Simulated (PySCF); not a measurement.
GeB⁻ at ROHF-SCS-MP2

Computed with ROHF-SCS-MP2; basis Ge aug-pcseg-1, B aug-pcseg-1; no relativity; PySCF 2.14.

| Item | Value |
| --- | --- |
| state | ³Π (triplet), unpaired electrons σ ↑, π ↑ |
| bond length | 1.961 Å |
| harmonic wavenumber | 644 cm⁻¹ |
| force constant | 2.34 mdyn/Å |
| rotational constant Be | 0.4573 cm⁻¹ |
| anharmonicity ωexe | 2.80 cm⁻¹ |
| vibration–rotation constant αe | 0.00409 cm⁻¹ |
| well depth De to Ge⁻ + B | 63.4 kcal/mol |
| dissociation energy D0 | 62.5 kcal/mol |

Correlated steps freeze 10 core orbitals. Correlated levels converge slowly with the basis: in double zeta they bind strong bonds too weakly, by up to about 1 eV, and carry superposition errors of some tenths. Spin–orbit coupling is left out. For an ion De counts to the pair picked by the measured ionisation energies or electron affinities, which need not be the lowest pair at this level. The state was picked by a PBE0 search and need not be the measured ground state.
